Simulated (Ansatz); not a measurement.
Geometry optimisation, Ansatz 0.2.0, RKS PBE/def2-SVP.

input.yaml

```yaml
crystal:
  periodic: [false, false, false]
  atoms:
    - { symbol: Zr, position_ang: [0.0, 0.0, 0.0] }
    - { symbol: Cl, position_ang: [0.0, 0.0, 2.52] }
    - { symbol: F, position_ang: [1.8671, 0.0, -0.6593] }
    - { symbol: "N", position_ang: [-1.0409, 1.8034, -0.7359] }
    - { symbol: H, position_ang: [-2.061, 1.7482, -1.0186] }
    - { symbol: H, position_ang: [-0.5204, 2.7241, -0.8065] }
    - { symbol: O, position_ang: [-0.975, -1.6891, -0.6893] }
    - { symbol: H, position_ang: [-1.4296, -2.1548, 0.0831] }
basis:
  gaussian: { orbitals: def2-SVP }
hamiltonian:
  xc: pbe
relax:
  f_tol: 0.02
  max_steps: 40
output:
  orbitals: {}
```

Run as:

```bash
$ ansatz run input.yaml --threads 2 --pin off --max-ram 3072MiB --backend cpu --events-out ev --progress --plain --runs-dir out
```

Question: Where does it end, and by what steps?

Answer: The run converged. After 10 steps the energy has fallen by 0.897 eV; H8 moved furthest, 0.58 Å.

```csv
step,energy less start (eV),largest force component (eV/Å),accepted
0,0.0000,2.078,yes
1,-0.6780,1.296,yes
2,-0.7965,0.613,yes
3,-0.8202,0.416,yes
4,-0.8428,0.447,yes
5,-0.8593,0.782,yes
6,-0.8867,0.262,yes
7,-0.8926,0.269,yes
8,-0.8970,0.031,yes
9,-0.8973,0.030,yes
10,-0.8974,0.006,yes
```

```xyz
8
Properties=species:S:1:pos:R:3
Zr -0.025 0.041 0.100
Cl 0.171 0.297 2.468
F 1.758 0.010 -0.622
N -0.978 1.654 -0.674
H -1.950 1.694 -1.004
H -0.561 2.586 -0.785
O -1.108 -1.480 -0.336
H -1.467 -2.371 -0.454
```

Whether the end is a true minimum wasn't checked by a vibrational analysis.

The run took 31 s on 2 threads of Arm Neoverse V1, on a shared host, peak memory 0.19 GiB.
